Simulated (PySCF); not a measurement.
OY, SMILES [O]=[Y] (connectivity only; charge and spin as stated), neutral, multiplicity 2.

The structure is a stationary point at PBE-D3(BJ)/def2-TZVPD. The def2 effective core potentials stand for the cores of Y; spin–orbit coupling is left out.

Two levels are set side by side: PBE/def2-TZVPD (PySCF) and r2SCAN/def2-TZVPD (PySCF). Same geometry, gas phase. Differences are taken from unrounded values.

| quantity | r2SCAN |
|---|---|
| α-spin orbital gap (eV) | 2.02 |
| β-spin orbital gap (eV) | 3.53 |
| dipole moment (D) | 4.61 |
| mean polarisability (bohr³) | 127.5 |

Task: What does PBE give, and how far is it from r2SCAN? (An estimate is asked for; the answer gives what the named calculation found.)

Result: 
```json
[
 {"quantity": "α-spin orbital gap (eV)", "PBE": "1.69", "PBE minus r2SCAN": "-0.33"},
 {"quantity": "β-spin orbital gap (eV)", "PBE": "2.90", "PBE minus r2SCAN": "-0.63"},
 {"quantity": "dipole moment (D)", "PBE": "4.50", "PBE minus r2SCAN": "-0.11"},
 {"quantity": "mean polarisability (bohr³)", "PBE": "126.8", "PBE minus r2SCAN": "-0.7"}
]
```

Rough cost on one machine, each run with all the roots and properties that it gave: r2SCAN against PBE within a factor of 2.
